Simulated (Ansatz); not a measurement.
The molecule GeMo, multiplicity 7 (an upper state: multiplicity 5 came lower at CCSD(T)/def2-TZVPP on PBE0 minima). No spin–orbit coupling. Ge is treated without relativity.

The constants come from a fifth-degree fit in 1/R (seven points, main isotopes). Runs in def2 and cc sets follow the lowest solution found near the PBE0 minimum.

Run with Ansatz (Gaussian basis) for Hartree–Fock, density functionals and correlated methods. Each number belongs to the level named beside it. In def2 rows elements past Kr take small-core potentials, without spin–orbit coupling.

**Question.** What bond length and harmonic frequency does PBE/def2-TZVPP give?

**Answer.** r_e = 2.601 Å, ω_e = 211 cm⁻¹.

**Question.** What bond length and harmonic frequency does PBE0/def2-TZVPP give?

**Answer.** r_e = 2.614 Å, ω_e = 201 cm⁻¹.

**Question.** What bond length and harmonic frequency does wB97X-V/def2-TZVPP give?

**Answer.** r_e = 2.625 Å, ω_e = 197 cm⁻¹.

Ansatz is a first-principles code.
